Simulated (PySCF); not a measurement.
Compound: CH₁₀BPSi.
SMILES with atom numbers: `[SiH3:1][CH2:2][BH2-:3][PH3+:4]` (hydrogens: H5, H6, H7 on Si1; H8, H9 on C2; H10, H11 on B3; H12, H13, H14 on P4)

Method used: PBE0-D3(BJ)/def2-SVP geometry optimisation, gas phase in PySCF.

(1) List the bond lengths, angles and torsions at this level.

Results:

(1) 
```json
{"bond": "Si1–C2", "length (Å)": "1.878", "order": "single"}
{"bond": "C2–B3", "length (Å)": "1.618", "order": "single"}
{"bond": "B3–P4", "length (Å)": "1.952", "order": "single"}
{"bond": "Si1–H5, Si1–H6, Si1–H7", "length (Å)": "1.498", "order": "single"}
{"bond": "C2–H8, C2–H9", "length (Å)": "1.105", "order": "single"}
{"bond": "B3–H10, B3–H11", "length (Å)": "1.226", "order": "single"}
{"bond": "P4–H12, P4–H13, P4–H14", "length (Å)": "1.418", "order": "single"}
```

Bonds in one row agree within 0.01 Å and their mean is given. Orders are formal, as drawn. A selection of angles:
```json
{"angle": "C2–Si1–H5", "degrees": "112.0"}
{"angle": "H5–Si1–H6", "degrees": "107.4"}
{"angle": "Si1–C2–B3", "degrees": "109.1"}
{"angle": "Si1–C2–H8", "degrees": "107.1"}
{"angle": "B3–C2–H8", "degrees": "113.0"}
{"angle": "H8–C2–H9", "degrees": "107.1"}
{"angle": "C2–B3–P4", "degrees": "109.6"}
{"angle": "C2–B3–H10", "degrees": "115.9"}
{"angle": "P4–B3–H10", "degrees": "101.0"}
{"angle": "H10–B3–H11", "degrees": "111.3"}
{"angle": "B3–P4–H12", "degrees": "118.3"}
{"angle": "H12–P4–H13", "degrees": "100.0"}
```

Torsions: Si1–C2–B3–P4 180° (antiperiplanar).

Si1 (SiH3 silicon) is tetrahedral (angles from 107.4° to 112.0°). The 4 heavy atoms lie in one plane (0.002 Å rms). P4 (phosphorus bonded to B and 3 H) is distorted tetrahedral (angles from 99.3° to 118.3°). B3 (four-coordinate boron) is distorted tetrahedral (angles from 100.9° to 115.9°).

Point group: Cs (every atom within 0.08 Å of its image). Stationary, but not proved a minimum. The numbers are those of one conformer.

Hardware: an Arm Neoverse V2 with one thread, shared host with 96 logical CPUs at a one-minute load of 35. Cost: 32 s of wall time, 0.48 GiB resident at most. These figures are those of the optimisation.
